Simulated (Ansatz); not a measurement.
`[OH][Al]1[CH2][SiH2][SiH2]1`. Charge 0, multiplicity 1.

Cartesian coordinates in Å:
```
O 1.136 2.534 -1.073
Al 0.390 1.088 -0.605
C 1.209 -0.687 -0.460
Si -0.025 -1.337 0.819
Si -1.704 0.259 0.342
H 0.692 3.380 -1.098
H 2.265 -0.802 -0.209
H 1.033 -1.210 -1.410
H -0.362 -2.783 0.696
H 0.497 -1.078 2.192
H -2.447 0.872 1.476
H -2.683 -0.236 -0.669
```

Question: Give the diagnostics of a CCSD(T)/def2-TZVPP run (frozen core, Ansatz). (Estimate.)

Answer: The calculation gave: T1 = 0.0141, largest single amplitude 0.024, largest double 0.024, (T) share of the correlation energy 3.9 %, 10 CCSD cycles. The RHF solution is stable towards an unrestricted one. T1 lies under the customary mark of 0.02 for closed shells.
